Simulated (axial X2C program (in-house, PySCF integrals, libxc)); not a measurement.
## Nuclear properties of CaS⁻

Computed with an axial X2C code built on PySCF integrals: two-component X2C with atomic mean-field Coulomb and Gaunt terms, Gaussian nuclei, basis Ca dyall-acv3z, S dyall-av3z with contracted cores.

R = 2.400 Å (near the PBE0 minimum at charge -1 of the determinant lowest at the starting distance; the state shown can have its own minimum elsewhere).

Determinant lowest in the PBE0 search, Ω = 1/2 (⟨Sz⟩ = 0.50, ⟨Lz⟩ = 0.00 at PBE0), spin on the atoms Ca 0.44, S 0.06:

```tsv
level	Eeff magnitude (GV/cm)	Ws magnitude Ca (kHz)	Ws magnitude S (kHz)	A∥/gI Ca (MHz)	qzz Ca (a.u.)	A∥/gI S (MHz)	qzz S (a.u.)
PBE0	0.235	0.152	0.0248	325	-0.77	51.7	-0.25
HF	0.247	0.164	0.0228	374	-0.96	40.7	-0.64
LDA	0.229	0.149	0.0226	403	-0.73	65.2	-0.14
PBE	0.212	0.137	0.0223	303	-0.72	55.9	-0.12
PBE50	0.249	0.163	0.0252	356	-0.83	48	-0.37
```

Determinant 1.24 eV from it at PBE0 and this distance, Ω = 3/2 (⟨Sz⟩ = 0.50, ⟨Lz⟩ = 1.00 at PBE0), spin on the atoms Ca 0.50, S 0.00:

```csv
level,Eeff magnitude (GV/cm),Ws magnitude Ca (kHz),Ws magnitude S (kHz),A∥/gI Ca (MHz),qzz Ca (a.u.),A∥/gI S (MHz),qzz S (a.u.)
PBE0,0.00178,0.000625,0.00038,40.8,-0.22,-3.87,0.36
HF,0.0291,0.00311,0.00385,66.4,-0.26,-8.19,0.06
LDA,0.0101,0.00349,4.27e-05,56.4,-0.25,-5.45,0.49
PBE,0.0066,0.00221,0.000301,41.3,-0.24,-5,0.49
PBE50,0.00967,0.00106,0.00083,33.7,-0.23,-2.12,0.20
```

Eeff is the effective electric field on the electron electric dipole moment in this Ω state and Ws the scalar–pseudoscalar constant of the nucleus named (defined with the proton number Z and per Ω); A∥ (defined per Ω) follows by multiplying with gI = μI/(I μN); qzz is the electric field gradient, eQq0 = 234.96 MHz × Q/barn × qzz. The operators were transformed with the bare-nucleus X2C matrices; with these basis sets, hyperfine constants and field gradients can be off by tens of per cent, and where levels differ in sign neither size nor sign is settled.

**Question.** With gI(43Ca) = -0.3764, Q(43Ca) = -0.0408 barn, gI(33S) = 0.4292 (g factors from the IAEA table of nuclear moments by Stone; Q from Pyykkö, Mol. Phys. 2018), turn the PBE0 values of the first state into constants in MHz.

**Answer.** A∥(43Ca) = 325 × -0.3764 = -122 MHz; eQq0(43Ca) = 234.96 × (-0.0408) × (-0.77) = 7.38 MHz; A∥(33S) = 51.7 × 0.4292 = 22.2 MHz.

Each state is one determinant with collinear spin. Unrestricted Hartree–Fock can overshoot spin polarisation at the nuclei. In the state Ω = 3/2 the sign of Eeff differs between levels (LDA, PBE against PBE0). For an anion, determinants above electron detachment, or with a positive highest level, are held by the basis set. Where Eeff spreads by more than a factor of two the levels disagree and none is to be relied on. The search compared states at one distance, so a state with another bond length can lie lower. The sign of Ws at Ca differs between levels in the second state. The sign of Ws at S differs between levels in the second state. Further determinants of the search, some of them spin-mixed, are not shown. Where a field gradient or hyperfine factor spreads by more than a factor of two over the levels, a constant derived from it is not to be relied on. PBE0 term energies can be off by some tenths of an eV.
